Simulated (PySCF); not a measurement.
`C[C@H](F)O[C@@H]1CO1`, C$_{4}$H$_{7}$FO$_{2}$

Geometry:
| atom | x (Å) | y (Å) | z (Å) |
| --- | --- | --- | --- |
| C1 | -2.286 | 0.235 | 0.431 |
| C2 | -0.925 | -0.418 | 0.298 |
| F3 | -0.556 | -0.966 | 1.520 |
| O4 | 0.008 | 0.523 | -0.076 |
| C5 | 1.284 | 0.015 | -0.312 |
| C6 | 2.363 | 0.259 | 0.649 |
| O7 | 2.254 | 0.939 | -0.581 |
| H8 | -2.608 | 0.591 | -0.542 |
| H9 | -2.212 | 1.075 | 1.115 |
| H10 | -2.998 | -0.488 | 0.816 |
| H11 | -0.937 | -1.279 | -0.397 |
| H12 | 1.282 | -0.897 | -0.915 |
| H13 | 3.186 | -0.441 | 0.726 |
| H14 | 2.146 | 0.853 | 1.526 |

Computed with TDDFT CAM-B3LYP/def2-SVPD circular dichroism and optical rotation, one conformer, gas phase (PySCF 2.14.0). Geometry: GFN2-xTB.

The molecule is flexible and this is one conformer; a measurement averages over conformers. States above about 9.6 eV (minus the energy of the highest occupied orbital) lie near or above the ionisation threshold and depend on the basis.

(1) Draw the ECD and absorption spectra from the lowest 12 states, each a Gaussian of half-width 0.35 eV at 1/e height.

Answers

(1) 
```
E (eV)  λ (nm)  Δε (L mol⁻¹ cm⁻¹)  ε (L mol⁻¹ cm⁻¹)
  7.51     165              -2.09               199
  7.66     162              -5.76               574
  7.81     159             -10.55              1180
  7.96     156             -11.97              1830
  8.11     153              -6.73              2330
  8.26     150              -0.10              2780
  8.41     147              -2.19              3260
  8.56     145             -13.53              3630
  8.71     142             -21.90              3700
  8.86     140             -17.64              3710
  9.01     138              -5.05              4170
  9.16     135              +5.14              5280
  9.31     133              +9.63              6380
  9.46     131             +13.13              6500
```
Δε uses R in velocity form, ε uses f in length form. Only the states computed contribute, so the short-wavelength end is incomplete.
